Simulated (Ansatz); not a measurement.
`[CH3][Ge][NH2]` + H₂ → `[CH3][GeH]` + NH₃  (hydrogenolysis of a Ge–N bond)

Gas-phase electronic energies from Ansatz, PBE0-D4/def2-TZVP geometries. CCSD(T)/CBS is the MP2 limit (def2-TZVPP, def2-QZVPP) plus CCSD(T) − MP2 in def2-TZVPP, frozen cores. This one scheme is used for every species. For Ge outer-core shells are correlated without core-valence functions, which leaves a few kJ/mol of doubt a bond. Scalar relativity is left out up to krypton. One conformer a species, not always the lowest.

| species | CCSD(T)/CBS(def2) energy (Eh) |
| --- | --- |
| `[CH3][Ge][NH2]` | -2171.88129 |
| H₂ | -1.17544 |
| `[CH3][GeH]` | -2116.52215 |
| NH₃ | -56.50880 |

Work out ΔE.

ΔE = (-2116.52215) + (-56.50880) − (-2171.88129) − (-1.17544) = 0.02578 Eh = +0.70 eV.

Largest T1 diagnostic among the species: 0.014.

The D4 term adds +0.07 eV with B3LYP and +0.04 eV with PBE0; it sums over pairs of atoms, weighted by their polarisabilities, and B3LYP, whose exchange is more repulsive, gets the larger term. At CCSD(T), def2-SVP lies −0.07 eV from the extrapolated value and def2-TZVPP −0.03 eV. From r2SCAN to r2SCAN0 (25 % exact exchange), in def2-TZVPP and without D4, ΔE moves by −0.08 eV.

B3LYP here is the variant with VWN-RPA as its local correlation; programs differ in this.
